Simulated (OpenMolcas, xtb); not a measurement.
## How methods differ on C2H7NSi (SMILES C=C[SiH2]N)

C2H7NSi: 11 atoms, total charge 0, spin state singlet. SMILES: `C=C[SiH2]N`. The shape is that of a PBE0-D4/def2-TZVP optimisation. This is one conformer, not always the lowest.

```xyz
11

C    -0.6761    1.3370   -0.9450
C     0.0893    1.2086    0.1351
Si    0.5965   -0.4445    0.8326
N     0.0029   -1.8037   -0.0286
H    -0.9671    2.3046   -1.3447
H    -1.0468    0.4656   -1.4791
H     0.4330    2.1167    0.6316
H     0.0995   -0.5366    2.2326
H     2.0832   -0.5167    0.8360
H     0.4049   -2.0860   -0.9063
H    -0.9538   -2.1021    0.0563
```

Quantity: the dipole moment, in D. The values are calculated.

| level | kind | program | value (D) |
| --- | --- | --- | --- |
| GFN0-xTB | semi-empirical | xtb | 2.34 |
| GFN1-xTB | semi-empirical | xtb | 2.32 |
| HF/cc-pVDZ | Hartree–Fock | OpenMolcas | 1.52 |
| SVWN5/cc-pVDZ | LDA | OpenMolcas | 1.40 |
| BLYP/cc-pVDZ | GGA | OpenMolcas | 1.37 |
| r2SCAN/cc-pVDZ | meta-GGA | OpenMolcas | 1.43 |
| M06-2X/cc-pVDZ | hybrid meta-GGA | OpenMolcas | 1.40 |

The values span 1.37 to 2.34 D. Magnitudes only.
